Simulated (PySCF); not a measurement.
Isomers of C2H8F3NSi2, mass 159.015 u with the commonest isotopes. The calculation used PBE0/def2-SVPD in PySCF (dipole) on a GFN2-xTB geometry, gas phase. One conformer each, none proved a minimum here; rigid rotors.

Question: Order these by dipole moment, largest first.
A. `[CH3:1][SiH2:2][Si@H:3]([NH2:4])[C:5]([F:6])([F:7])[F:8]` with C1–Si2–Si3–N4 49°, Si2–Si3–N4–H 61° and -153°
B. `[CH3:1][Si@@H:2]([NH:3][SiH3:4])[C:5]([F:6])([F:7])[F:8]` with C1–Si2–N3–Si4 -62°
C. `[F:1][C:2]([F:3])([F:4])[CH2:5][N:6]([SiH3:7])[SiH3:8]` with C2–C5–N6–Si7 -82°

Answer: A (3.21 D), B (2.77 D), C (1.85 D).

Question: Order these by rotational constant B, smallest first.
A. `[CH3:1][Si@@H:2]([NH:3][SiH3:4])[C:5]([F:6])([F:7])[F:8]` with C1–Si2–N3–Si4 -62°
B. `[F:1][C:2]([F:3])([F:4])[CH2:5][N:6]([SiH3:7])[SiH3:8]` with C2–C5–N6–Si7 -82°
C. `[CH3:1][SiH2:2][Si@H:3]([NH2:4])[C:5]([F:6])([F:7])[F:8]` with C1–Si2–Si3–N4 49°, Si2–Si3–N4–H 61° and -153°

Answer: A (772.7 MHz), C (925.4 MHz), B (1056 MHz).

Question: Order these by radius of gyration √(Σ m r²/M), smallest first.
A. `[F:1][C:2]([F:3])([F:4])[CH2:5][N:6]([SiH3:7])[SiH3:8]` with C2–C5–N6–Si7 -82°
B. `[CH3:1][Si@@H:2]([NH:3][SiH3:4])[C:5]([F:6])([F:7])[F:8]` with C1–Si2–N3–Si4 -62°
C. `[CH3:1][SiH2:2][Si@H:3]([NH2:4])[C:5]([F:6])([F:7])[F:8]` with C1–Si2–Si3–N4 49°, Si2–Si3–N4–H 61° and -153°

Answer: A (2.066 Å), C (2.115 Å), B (2.256 Å).

```
                   SMILES  point group  Ia (u·Å²)  Ib (u·Å²)  Ic (u·Å²)      κ  μa (D)  μb (D)  μc (D)
 FC(F)(F)CN([SiH3])[SiH3]           Cs     258.12     478.48     620.55  -0.58    1.41    0.00    1.20
C[Si@@H](N[SiH3])C(F)(F)F           C1     215.20     654.03     749.04  -0.88    2.61    0.90    0.16
 C[SiH2][Si@H](N)C(F)(F)F           C1     264.60     546.12     612.43  -0.82    2.29    2.22    0.32
```
